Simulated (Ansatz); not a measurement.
`C[SiH2][SiH](O)Cl` + `N#CBF` → `C[SiH2][SiH2]O` + `N#CB(F)Cl`  (redistribution)

Computed with Ansatz on PBE0-D4/def2-TZVP structures; ΔE is electronic, products minus reactants. CCSD(T)/CBS is the MP2 limit (def2-TZVPP, def2-QZVPP) plus CCSD(T) − MP2 in def2-TZVPP, frozen cores. This one scheme is used for every species. DFT in def2-TZVPP. B3LYP here is the variant with VWN-RPA as its local correlation; programs differ in this. Each species was taken in one conformer, which may not be the lowest.

`C[SiH2][SiH](O)Cl`:

```xyz
12

C    -1.638    0.845   -0.480
Si   -0.472   -0.567   -0.870
Si    1.270   -0.610    0.686
O     2.059    0.826    0.577
Cl    0.443   -0.818    2.576
H    -2.472    0.866   -1.185
H    -2.041    0.737    0.529
H    -1.112    1.800   -0.537
H     0.105   -0.432   -2.238
H    -1.168   -1.882   -0.794
H     2.224   -1.746    0.572
H     2.802    0.981    1.164
```

`N#CBF`:

```xyz
5

N     1.999    0.580    0.242
C     0.905    0.251    0.096
B    -0.581   -0.144   -0.042
F    -0.910   -1.013   -0.964
H    -1.413    0.325    0.668
```

`C[SiH2][SiH2]O`:

Cartesian coordinates in Å:
```
C 1.412 1.213 0.409
Si -0.424 0.825 0.398
Si -0.911 -1.093 -0.865
O -0.165 -2.443 -0.256
H 1.768 1.421 -0.603
H 1.982 0.367 0.799
H 1.624 2.085 1.032
H -1.198 1.975 -0.155
H -0.903 0.604 1.796
H -2.390 -1.285 -0.936
H -0.393 -0.961 -2.252
H -0.401 -2.707 0.634
```

`N#CB(F)Cl`:

```xyz
5

N    -1.491    1.210   -0.955
C    -0.678    0.600   -0.416
B     0.403   -0.236    0.291
F     1.154    0.329    1.199
Cl    0.613   -1.902   -0.119
```

Is it downhill or uphill in electronic energy at CCSD(T)/CBS, and by how much? (Best estimate.)

Ansatz gave: Uphill: ΔE = +0.35 eV.

What do these levels give: PBE-D4, B97M-V, PBE0-D4, B3LYP-D4, CAM-B3LYP-D4, ωB97M-V, B3LYP, BHLYP, CAM-B3LYP, CCSD/def2-SVP, CCSD(T)/def2-SVP, MP2/def2-TZVPP? (An estimate is asked.)

The calculation gave: PBE-D4 0.24, B97M-V 0.23, PBE0-D4 0.29, B3LYP-D4 0.33, CAM-B3LYP-D4 0.33, ωB97M-V 0.33, B3LYP 0.29, BHLYP 0.35, CAM-B3LYP 0.31, CCSD/def2-SVP 0.11, CCSD(T)/def2-SVP 0.08, MP2/def2-TZVPP 0.31 eV.

Largest T1 diagnostic among the species: 0.015.

At CCSD(T), def2-SVP lies −0.27 eV from the extrapolated value and def2-TZVPP −0.07 eV. The D4 term adds +0.04 eV with B3LYP and +0.02 eV with PBE0; it sums over pairs of atoms, weighted by their polarisabilities, and B3LYP, whose exchange is more repulsive, gets the larger term. Leaving LDA and LC-ωPBE aside and taking each functional with its dispersion term where it has one, the values, not all of them listed here, spread over 0.16 eV, from B97M-V to BHLYP-D4. LDA lies −0.04 eV from PBE without D4.
